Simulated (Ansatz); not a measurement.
`CB[NH][GaH2]` + H₂O → `CBO` + `[NH2][GaH2]` at 700 K and 1 bar (formal hydrolysis of a B–N bond).

Program: Ansatz. Geometries: PBE0-D4/def2-TZVP. ΔE: electronic, gas phase. CCSD(T)/CBS adds triple-zeta CCSD(T) − MP2 to the extrapolated MP2 energy (def2 sets, frozen cores). This one scheme is used for every species. For Ga outer-core shells are correlated without core-valence functions, which leaves a few kJ/mol of doubt a bond. Scalar relativity is left out up to krypton. One conformer a species, not always the lowest.

| species | CCSD(T)/CBS energy (Eh) | H − E (kJ/mol) | S (J/(mol·K)) |
| --- | --- | --- | --- |
| `CB[NH][GaH2]` | -2045.75396 | 287.3 | 454.2 |
| H₂O | -76.37941 | 80.5 | 218.4 |
| `CBO` | -141.08489 | 219.3 | 348.2 |
| `[NH2][GaH2]` | -1981.05479 | 148.0 | 331.7 |

H − E and S are ideal-gas, rigid-rotor, harmonic terms from PBE0-D4/def2-TZVP, for one conformer and one mirror image of each species. 1 Eh = 2625.50 kJ/mol, R = 8.31446 J/(mol·K).

Question: By hand: ΔE, ΔH, ΔS and ΔG.

Answer: ΔE = (-141.08489) + (-1981.05479) − (-2045.75396) − (-76.37941) = -0.00631 Eh = -16.6 kJ/mol. Δ(H − E) = 219.3 + 148.0 − 287.3 − 80.5 = -0.5, so ΔH = -17.1 kJ/mol. ΔS = 348.2 + 331.7 − 454.2 − 218.4 = 7.3 J/(mol·K). ΔG = -17.1 − 700 × (7.3)/1000 = -22.2 kJ/mol.

Question: By hand: the equilibrium constant, and the temperature at which ΔG would vanish if ΔH and ΔS stayed fixed.

Answer: log₁₀ K = −ΔG/(RT ln 10) = 1.7. ΔH and −TΔS have one sign here, so there is no such temperature.

The number of gas molecules stays the same, so ΔS is small and ΔH decides. A doubt of 5 kJ/mol in ΔE shifts log₁₀ K by 0.4 here. Other conformers and mirror images would add mixing entropy, several J/(mol·K) or more a flexible species. These are equilibria of isolated gas molecules and say nothing of rates. Largest T1 diagnostic: 0.014 (customary marks: 0.02 for closed shells, 0.045 for open ones).

ΔS is within the doubt of such terms, so its sign, and with it that verdict, could turn.
